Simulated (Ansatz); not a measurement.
Program: Ansatz. Geometries: PBE0-D4/def2-TZVP. ΔE: electronic, gas phase. CCSD(T)/CBS adds triple-zeta CCSD(T) − MP2 to the extrapolated MP2 energy (def2 sets, frozen cores). DFT in def2-TZVPP. B3LYP here is the variant with VWN-RPA as its local correlation; programs differ in this. For Ge outer-core shells are correlated without core-valence functions, which leaves a few kJ/mol of doubt a bond. Scalar relativity is left out up to krypton.

Reaction (isomerisation): `C[Si](F)(F)[GeH3]` → `[CH3][Ge]([F])([F])[SiH3]`

`C[Si](F)(F)[GeH3]`:

Z-matrix (Å, degrees):
```
C
Si 1 1.846
H 1 1.092 2 110.7
H 1 1.093 2 110.7 3 -120.1
H 1 1.093 2 110.2 3 120.0
F 2 1.597 1 108.8 3 -177.4
F 2 1.597 1 108.8 3 -62.4
Ge 2 2.380 1 116.1 3 60.1
H 8 1.538 2 110.0 1 59.7
H 8 1.537 2 110.0 1 -59.4
H 8 1.535 2 110.9 1 -179.9
```

`[CH3][Ge]([F])([F])[SiH3]`:

Cartesian coordinates in Å:
```
C -1.639 0.826 0.432
Ge 0.240 0.386 0.508
F 1.114 1.884 0.361
F 0.573 -0.119 2.140
Si 1.274 -1.194 -0.956
H -1.853 1.565 1.205
H -1.889 1.244 -0.544
H -2.242 -0.065 0.607
H 1.093 -0.732 -2.356
H 2.715 -1.284 -0.621
H 0.613 -2.510 -0.776
```

(1) Is it downhill or uphill in electronic energy at CCSD(T)/CBS, and by how much? (An estimate is asked.)

(2) What do these levels give: PBE-D4, B3LYP-D4, ωB97X-V, ωB97M-V, B2PLYP, PBE0, B3LYP, CCSD/def2-TZVPP, MP2/def2-QZVPP, SCS-MP2/def2-QZVPP, MP2/CBS(def2), CCSD/CBS(def2)? (Best estimate.)

Largest T1 diagnostic among the species: 0.012.

## Answers

(1) Ansatz gave: Uphill: ΔE = +1.64 eV.

(2) Computed: PBE-D4 1.50, B3LYP-D4 1.57, ωB97X-V 1.53, ωB97M-V 1.62, B2PLYP 1.56, PBE0 1.57, B3LYP 1.55, CCSD/def2-TZVPP 1.58, MP2/def2-QZVPP 1.63, SCS-MP2/def2-QZVPP 1.56, MP2/CBS(def2) 1.65, CCSD/CBS(def2) 1.66 eV.

From PBE to PBE0 (25 % exact exchange), in def2-TZVPP and without D4, ΔE moves by +0.08 eV.
